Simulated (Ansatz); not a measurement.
Cost and result for the atomization energy of CH₉BOSi₂ (`CBO[SiH2][SiH3]`) (14 atoms, 13 bonds).

```csv
atom,x (Å),y (Å),z (Å)
C1,1.159,1.653,-0.469
B2,1.235,0.991,0.947
O3,0.817,-0.272,1.211
Si4,0.160,-1.483,0.286
Si5,-2.057,-0.992,-0.296
H6,0.803,1.005,-1.274
H7,2.141,2.047,-0.751
H8,0.501,2.528,-0.420
H9,1.671,1.605,1.885
H10,0.976,-1.697,-0.942
H11,0.221,-2.718,1.107
H12,-2.116,0.241,-1.129
H13,-2.884,-0.783,0.923
H14,-2.626,-2.124,-1.077
```

The species carries charge 0 and has multiplicity 1. The geometry is a stationary point of PBE0-D4/def2-TZVP. It is one conformer, not always the lowest. Program: Ansatz. All runs use 4 threads of a server CPU on a shared host. Times are those of one run each, without the atoms' runs, and a repeat can differ threefold. Electronic energies, without spin–orbit coupling; frozen cores. CCSD(T)/CBS adds CCSD(T) − MP2 in def2-TZVPP to the MP2 limit, and its time is that of the two runs behind it. T1 = 0.013. B3LYP takes the VWN-RPA correlation (the form of Gaussian; ORCA's B3LYP/G).

CCSD(T)/CBS is a level of theory with its own doubt, some kJ/mol a heavy atom from the limit and from the frozen cores, so smaller differences don't rank the functionals.

```tsv
level	functions	wall time	atomization (kJ/mol)	difference from CCSD(T)/CBS	per bond
revPBE-D4/def2-TZVPP	303	3 s	4860.1	-81.5	-6.3
PBE0-D4/def2-TZVPP	303	5.5 s	4915.0	-26.6	-2.0
CAM-B3LYP-D4/def2-TZVPP	303	6 s	4974.9	33.3	2.6
B3LYP-D4/def2-TZVPP (with forces)	303	8.5 s	4950.4	8.8	0.7
r2SCANh-D4/def2-TZVPP	303	8.5 s	4937.6	-4.0	-0.3
B2PLYP/def2-TZVPP	303	8.5 s	4890.9	-50.7	-3.9
PBE-QIDH/def2-TZVPP	303	9 s	4900.1	-41.5	-3.2
CCSD(T)/def2-SVP	123	9 s	4672.9	-268.7	-20.7
ωB97X-V/def2-TZVPP	303	13 s	4968.2	26.6	2.0
ωB97M-V/def2-TZVPP (with forces)	303	20 s	4954.2	12.6	1.0
MP2/def2-QZVPP	581	51 s	4920.9	-20.7	-1.6
CCSD(T)/def2-TZVPP	303	18 min	4827.2	-114.4	-8.8
CCSD(T)/CBS(def2)	–	19 min	4941.6	0.0	0.0
```

The D4 term adds +47.6 kJ/mol with B3LYP and +25.5 kJ/mol with PBE0; it sums over pairs of atoms, weighted by their polarisabilities, and B3LYP, whose exchange is more repulsive, gets the larger term. From PBE to PBE0 (25 % exact exchange), in def2-TZVPP and without D4, the atomization energy moves by −31.6 kJ/mol: exact exchange takes away binding that semilocal exchange gives to molecules. In def2-TZVPP, CCSD(T) changes the Hartree–Fock value by +1023.1 kJ/mol (the triples alone add +48.5 kJ/mol) and MP2 by +1048.5 kJ/mol; breaking electron pairs costs correlation energy, which Hartree–Fock lacks.
